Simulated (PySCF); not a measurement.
Isomers of C6H8F2. Level of theory: PySCF 2.14.0, density-fitted response routines, TDDFT PBE0/def2-SVPD, vertical, gas phase, core orbitals frozen in the response. Geometries: GFN2-xTB; one conformer of each isolated species. Triplets are in the Tamm–Dancoff approximation.

Task: Rank by computed lowest singlet excitation energy, highest first.
A. `F[C@@H]1C[C@@H](F)[C@H]2C[C@H]21`
B. `C#C[C@@H](F)[C@@H](C)CF`
C. `C=C1CC(C(F)F)C1`
D. `C=CC(=C)[C@@H](F)CF`
E. `F[C@@H]1[C@@H]2C[C@@H]2C[C@H]1F`
F. `F[C@@H]1[C@@H]2CC[C@H](F)[C@H]12`

Result: A (8.10 eV), E (7.91 eV), F (7.33 eV), C (6.79 eV), B (6.28 eV), D (5.84 eV).

```tsv
SMILES	S1 (eV)	gap (eV)	LUMO (eV)	f (S1)	α (au)	HOMO (eV)	S1 mainly
F[C@@H]1C[C@@H](F)[C@H]2C[C@H]21	8.10	9.30	0.76	0.008	65.3	-8.54	H→L (90%)
F[C@@H]1[C@@H]2C[C@@H]2C[C@H]1F	7.91	9.18	0.69	0.001	65.1	-8.49	H→L (98%)
F[C@@H]1[C@@H]2CC[C@H](F)[C@H]12	7.33	8.58	0.47	0.000	65.2	-8.11	H→L (96%)
C=C1CC(C(F)F)C1	6.79	7.29	-0.17	0.269	71.1	-7.45	H→L (93%)
C#C[C@@H](F)[C@@H](C)CF	6.28	8.33	0.04	0.000	70.5	-8.28	H→L (93%)
C=CC(=C)[C@@H](F)CF	5.84	5.99	-1.26	0.551	76.5	-7.25	H→L (97%)
```

H and L stand for HOMO and LUMO.

Mean S1 by what the SMILES shows (count): single bonds only 7.78 eV (3); a double or triple bond but no aromatic ring 6.31 eV (3).
